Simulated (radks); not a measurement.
Species: Tl. Configuration: [Hg] 6p1. Method: Dirac Kohn-Sham, PBE, spin-unpolarised, spherical densities, point nucleus; open shells are shared between the two j in proportion to 2j + 1; computed with a radial shooting solver on a logarithmic mesh with Libxc functionals.

Radial electron density D(r) = 4 pi r^2 rho(r):

| r (bohr) | D(r) (e/bohr) |
|---|---|
| 0.001004 | 12.15 |
| 0.001382 | 19.13 |
| 0.001888 | 29.14 |
| 0.0026 | 43.46 |
| 0.003581 | 62.08 |
| 0.004931 | 83.59 |
| 0.006791 | 104.0 |
| 0.009277 | 116.7 |
| 0.01278 | 117.1 |
| 0.01759 | 108.0 |
| 0.02423 | 106.1 |
| 0.03337 | 125.9 |
| 0.04558 | 149.7 |
| 0.06277 | 141.9 |
| 0.08645 | 119.9 |
| 0.119 | 135.4 |
| 0.1639 | 132.7 |
| 0.224 | 86.35 |
| 0.3084 | 88.48 |
| 0.4248 | 85.39 |
| 0.585 | 42.95 |
| 0.8056 | 25.49 |
| 1.109 | 18.24 |
| 1.516 | 9.174 |
| 2.087 | 3.773 |
| 2.874 | 1.435 |
| 3.958 | 0.4642 |
| 5.451 | 0.1276 |
| 7.447 | 0.02875 |
| 10.26 | 0.003556 |
| 14.12 | 0.0001729 |

D(r) has 4 maxima, at r = 0.0110, 0.0502, 0.140, 0.359 bohr, and minima at 0.0217, 0.0893, 0.255 bohr, inside which lie 2.04, 11.01, 29.99 electrons.
